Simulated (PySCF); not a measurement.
# How methods differ on the ionisation energy of Se

Se [Ar] 3d10 4s2 4p4 (3P) → Se⁺ [Ar] 3d10 4s2 4p3 (4S), as a difference of total energies. Computed with PySCF 2.14 in aug-cc-pVDZ-PP with ECP10MDF (5s4p3d, 32 functions), with a scalar-relativistic core potential. Correlated levels: valence: 3s2 3p6 3d10 frozen. The calculations carry no spin-orbit coupling.

```
           method  ionisation energy (eV)  error (eV)
              UHF                   8.511      -1.124
              LDA                   9.819      +0.184
              PBE                   9.574      -0.061
             PBE0                   9.572      -0.063
           r2SCAN                   9.625      -0.010
           PBEsol                   9.551      -0.084
        CAM-B3LYP                   9.760      +0.125
           M06-2X                   9.539      -0.096
          wB97X-V                   9.724      +0.089
    MP2 (valence)                   9.004      -0.631
SCS-MP2 (valence)                   9.021      -0.614
```

Reference: 9.635 eV (measured; NIST levels, between the centres of gravity of the two terms).

Errors of the correlated levels include the incompleteness of this basis and the frozen core.
